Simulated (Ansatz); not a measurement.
Relaxation of C3H7BSi (12 atoms, charge 0, multiplicity 1), to a largest force component of 0.02 eV/Å in at most 50 steps.

Theory: RKS PBE/cc-pVDZ in Ansatz.

```xyz
12
Properties=species:S:1:pos:R:3
C -0.134 2.692 1.066
C 0.232 1.605 1.101
B 0.733 0.172 1.146
Si -0.093 -1.233 0.213
C -0.225 -0.849 -1.623
H -0.550 3.745 1.011
H -0.491 0.818 1.315
H 0.580 -2.499 0.408
H -1.534 -1.339 0.779
H 0.809 -0.753 -1.976
H -0.771 -1.651 -2.123
H -0.744 0.126 -1.739
```

Question: Where does it end, and by what steps?

Answer: The forces met the threshold. The force dipped under the threshold on the way, but the program's further checks kept it going. After 32 steps the energy has fallen by 4.628 eV; H6 moved furthest, 2.27 Å. The start is strongly strained (largest force component 15 eV/Å), so its close contacts needn't be bonds. Parted: C2–H7 (1.09 → 2.34 Å).

```
step  energy less start (eV)  largest force component (eV/Å)  accepted
   0                  0.0000                          15.117       yes
   2                 -1.8972                           1.151       yes
   4                 -2.7068                           2.378       yes
   6                 -3.7048                           1.268       yes
   8                 -4.1528                           0.563       yes
  10                 -4.4162                           0.734       yes
  12                 -4.5573                           0.163       yes
  14                 -4.6078                           0.046       yes
  16                 -4.6130                           0.250       yes
  18                 -4.6175                           0.009       yes
  20                 -4.6188                           0.071       yes
  22                 -4.6202                           0.105       yes
  24                 -4.6231                           0.057       yes
  26                 -4.6243                           0.043       yes
  28                 -4.6254                           0.144        no
  30                 -4.6241                           0.193        no
  32                 -4.6276                           0.010       yes
```

```xyz
12
Properties=species:S:1:pos:R:3
C 0.598 2.794 1.931
C -0.060 1.956 1.303
B -0.821 0.916 0.532
Si -0.037 -0.890 0.046
C -0.393 -1.364 -1.768
H 1.170 3.532 2.476
H -1.967 1.160 0.198
H 1.448 -0.990 0.322
H -0.728 -1.895 0.954
H 0.117 -0.669 -2.465
H -0.033 -2.391 -1.978
H -1.482 -1.325 -1.974
```

Whether the end is a true minimum wasn't checked by a vibrational analysis.

Time of the run: 48 s on 2 threads of Intel(R) Xeon(R) Platinum 8488C (Sapphire Rapids), on a shared host, peak memory 0.17 GiB.
